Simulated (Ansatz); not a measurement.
Gas-phase electronic energies from Ansatz, PBE0-D4/def2-TZVP geometries. CCSD(T)/CBS adds triple-zeta CCSD(T) − MP2 to the extrapolated MP2 energy (def2 sets, frozen cores). This one scheme is used for every species. Functionals use def2-TZVPP. HSE06 is defined as in plane-wave codes. Open shells (•) are unrestricted, without spin–orbit coupling. Elements past krypton have def2 core potentials. For Sn outer-core shells are correlated without core-valence functions, which leaves a few kJ/mol of doubt a bond. One conformer a species, not always the lowest.

Reaction (homolysis of the B–Sn bond): `O[BH][SnH2][F]` → `[BH]O`• + `[F][SnH2]`•

`O[BH][SnH2][F]`:

Z-matrix (Å, degrees):
```
Sn
B 1 2.268
F 1 1.976 2 88.0
H 1 1.707 2 122.7 3 104.9
H 1 1.707 2 122.7 3 -104.9
O 2 1.334 1 110.0 3 0.0
H 2 1.194 1 129.8 3 -180.0
H 6 0.975 2 112.4 1 0.0
```

`[BH]O`•:

Cartesian coordinates in Å:
```
B 0.455 0.327 -0.250
O -0.493 -0.378 0.367
H 0.381 0.567 -1.424
H -0.343 -0.516 1.307
```

`[F][SnH2]`•:

Cartesian coordinates in Å:
```
F 1.334 0.436 0.966
Sn -0.417 0.251 0.171
H -0.748 -1.436 0.326
H -0.168 0.750 -1.463
```

```csv
level,ΔE (kJ/mol)
r2SCANh-D4,299.7
HSE06-D4,311.7
PBE-QIDH,318.5
HSE06,306.4
CCSD/def2-SVP,310.3
MP2/def2-TZVPP,326.6
MP2/CBS(def2),338.1
CCSD/CBS(def2),325.0
```

(1) What does CCSD(T)/CBS give? (An estimate is asked.)

Largest T1 diagnostic among the species: 0.017.

## Answers

(1) The calculation gave: +333.5 kJ/mol. The listed levels differ from it by -33.8, -21.8, -15.0, -27.1, -23.2, -6.9, 4.6, -8.5 kJ/mol.

From BLYP to BHLYP (50 % exact exchange), in def2-TZVPP and without D4, ΔE moves by +10.9 kJ/mol. At CCSD(T), def2-SVP lies −17.7 kJ/mol from the extrapolated value and def2-TZVPP −11.5 kJ/mol: correlation converges slowly with the basis, and small sets miss more of it in the bonded molecule than in its fragments.
